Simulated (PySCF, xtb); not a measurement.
Te(OH)(NH2) (H₃NOTe), SMILES N[Te]O. One conformer was computed; it need not be the lowest.

Harmonic wavenumbers (cm⁻¹) from GFN2-xTB in xtb at its own minimum, in rising order: 179, 258, 273, 491, 537, 715, 866, 912, 1497, 3402, 3436, 3615.

Question: What does PBE0-D3(BJ)/def2-TZVP (PySCF 2.14.0) give at its own minimum? (Estimate from the structure and the level; the computed values follow.)

Answer: 212, 391, 437, 489, 602, 698, 922, 989, 1573, 3562, 3674, 3864. Paired by order, the mean absolute difference is 106 cm⁻¹ and the zero-point energies are 23.1 and 24.9 kcal/mol.
